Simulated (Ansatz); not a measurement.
Abstraction of H: CH5BO2 + SnHF2 → CH4BO2 + SnH2F2

Species: CH5BO2 `COBO`, singlet; SnHF2 `[F][SnH][F]`, doublet; CH4BO2 `CO[B]O`, doublet; SnH2F2 `[F][SnH2][F]`, singlet. A radical takes H: the energy is the difference in strength between the B–H bond broken and the Sn–H bond made.

Shapes, held fixed at every level: PBE0-D4/def2-TZVP. Flexible molecules stand in one conformer, not always the lowest. Programs: Ansatz 0.2.0. Electronic energies: no zero-point or thermal term.

```tsv
level	kind	ΔE (kJ/mol)	less CCSD(T)/def2-TZVPP
HF/def2-TZVPP	Hartree–Fock	+126.9	-15.2
r2SCAN-D4/def2-TZVPP	meta-GGA	+145.3	+3.2
B3LYP-D4/def2-TZVPP	global hybrid	+156.0	+13.9
PBE0-D4/def2-TZVPP	global hybrid	+145.8	+3.7
B2PLYP/def2-TZVPP	double hybrid	+152.2	+10.1
MP2/def2-TZVPP	perturbation theory	+142.7	+0.6
CCSD/def2-TZVPP	coupled cluster or CI	+141.1	-1.0
CCSD(T)/def2-TZVPP	coupled cluster or CI	+142.1	0.0
```

The highest level, CCSD(T)/def2-TZVPP, gives ΔE = +142.1 kJ/mol; the levels span +126.9 to +156.0. The column of differences is taken from that level and isn't an error. No measured value is set beside it here. Open shells run unrestricted unless RO is named. For atoms past krypton def2 sets carry core potentials with scalar relativity. Correlated rows may include outer-core shells of Sn, which these sets cover unevenly.
